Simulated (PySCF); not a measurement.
Species: C4H6F4O.
Structure used (GFN2-xTB), in Å, numbered top down from 1:
```
atom  x, y, z in Å
O1    -1.7387   -1.0844   -0.3616
C2    -0.6170   -0.2390   -0.4190
C3    -0.9934    1.1835    0.0159
F4    -2.0072    1.6245   -0.8022
C5     0.4356   -0.8710    0.4998
C6     1.7848   -0.1878    0.4488
F7     2.7332   -0.9275    1.0382
F8     2.2034    0.0472   -0.8028
F9     1.7917    1.0014    1.0761
H10   -2.4721   -0.6528   -0.8181
H11   -0.2280   -0.1960   -1.4500
H12   -1.3832    1.1956    1.0382
H13   -0.1653    1.8869   -0.0932
H14    0.5708   -1.9094    0.1911
H15    0.0811   -0.8631    1.5320
```

Computed with TDDFT PBE0/def2-SVPD, vertical, gas phase, core orbitals frozen in the response in PySCF 2.14.0, density-fitted response routines.

Broadening: Gaussians 0.4 eV wide at half height, area fixed by f = 4.319×10⁻⁹ ∫ε dν̃. The width is an assumption, not a result. The curve ends short of the highest state used, and states not computed would add to its high-energy end.

λ (nm), ε (L mol⁻¹ cm⁻¹) and a bar:
```
    141.1       4739 #############################
    142.2       4837 ##############################
    143.2       4600 #############################
    144.3       4022 #########################
    145.3       3301 ####################
    146.4       2449 ###############
    147.4       1757 ###########
    148.5       1177 #######
    149.5        822 #####
    150.6        576 ####
    151.6        429 ###
    152.7        312 ##
    153.7        230 #
    154.8        168 #
    155.8        142 #
    156.9        155 #
    157.9        208 #
    159.0        306 ##
    160.0        419 ###
    161.1        548 ###
    162.1        646 ####
    163.2        707 ####
    164.2        710 ####
    165.3        656 ####
    166.3        567 ####
    167.4        446 ###
    168.4        336 ##
    169.5        228 #
    170.5        151 #
    171.6         90 #
    172.6         53 
    173.6         29 
    174.7         14 
    175.7          7 
    176.8          3 
    177.8          1
```

**Question.** Where are the band maxima, and which computed states make them?

**Answer.** 164 nm (7.57 eV), ε about 720, made up of S1 (100%); 142 nm (8.74 eV), ε about 4800, made up of S3 (53%) and S4 (47%) (ε in L mol⁻¹ cm⁻¹; maxima over ε = 5, shares over 10%). The states used: S1 7.57 eV (f 0.011); S2 8.24 eV (f 0.0052); S3 8.62 eV (f 0.047); S4 8.86 eV (f 0.044); S5 9.08 eV (f 0.0029); S6 9.39 eV (f 0.0066).

**Question.** What would ε be at 8.74 eV, the highest of these maxima, with half the width (0.2 eV)?

**Answer.** About 4700 L mol⁻¹ cm⁻¹ against 4850, a factor of about 1.0; a lone state at its own centre would give exactly 2.

**Question.** Coming from long wavelengths, where does ε first pass 100 L mol⁻¹ cm⁻¹?

**Answer.** At about 171 nm (7.24 eV), 0.34 eV below S1.

On Arm Neoverse V2, one thread, shared host with 96 logical CPUs at a one-minute load of 57, this took 48 s of wall time and 0.97 GiB of memory at its peak.

One conformer stands for the species.

Without π bonds the low states are Rydberg-like; a valence basis with one diffuse set may place them up to an eV too high.
